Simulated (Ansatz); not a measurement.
Relative stability

Two relaxed structures of CH$_{3}$OSe (charge +1), singlet (PBE0-D4/def2-TZVP; forces vanish, vibrations not checked).

A:

```
6
angstrom
O -0.9113 -0.2394 -0.1194
C 0.2260 0.0049 -0.5650
Se 1.2377 1.1009 1.0422
H -1.4705 -0.7091 -0.7780
H 2.5026 0.4334 0.6922
H 0.9587 0.1689 2.1532
```

B:

```xyz
6
angstrom
O -1.0023 -0.3539 -0.0230
C 0.1425 0.0557 -0.4112
Se 1.4618 0.5070 0.7300
H -1.6164 -0.5615 -0.7496
H 0.3586 0.1459 -1.4774
H 0.6558 0.2068 1.9312
```

Ansatz 0.2.0; basis: def2-TZVPP; cores frozen in the correlated methods. Filled d shells of the heavier atoms are correlated. The def2 sets are not built for correlating such inner shells, so the correlated values are less sure here. B3LYP uses VWN-RPA correlation.

Task: Which structure is lower at CCSD(T), and by how much? (Judge from chemistry; the value comes from the calculation.)

Result: By the calculation: B, by 2.358 eV (electronic energy, against the other). By their contacts, A is CH₃OSe ([OH][C][SeH2]), total charge +1 and B is CH₃OSe ([OH][CH][SeH]), total charge +1.

All methods give the same order:

```json
{"method": "PBE-D4", "E(B) − E(A) (eV)": "-2.431"}
{"method": "r2SCAN-D4", "E(B) − E(A) (eV)": "-2.460"}
{"method": "PBE0-D4", "E(B) − E(A) (eV)": "-2.486"}
{"method": "B3LYP-D4", "E(B) − E(A) (eV)": "-2.395"}
{"method": "wB97M-V", "E(B) − E(A) (eV)": "-2.367"}
{"method": "HF", "E(B) − E(A) (eV)": "-2.314"}
{"method": "MP2", "E(B) − E(A) (eV)": "-2.585"}
{"method": "CCSD", "E(B) − E(A) (eV)": "-2.360"}
{"method": "CCSD(T)", "E(B) − E(A) (eV)": "-2.358"}
```

The T1 diagnostic stays at or below 0.018. The restricted Hartree–Fock reference is unstable towards an unrestricted one at one or more of these structures.

Labels in which every atom is bracketed show which atoms are joined, not bond orders.

For scale, one of the runs: CCSD(T)/def2-TZVPP, 152 basis functions, launched by `ansatz run in.yaml --threads 2 --pin off --events-out ev --progress --plain --max-ram 4352MiB`. Hardware: 2 CPU threads of an Arm Neoverse V1, shared host. Wall time 44 s; peak host memory 1.1 GiB.
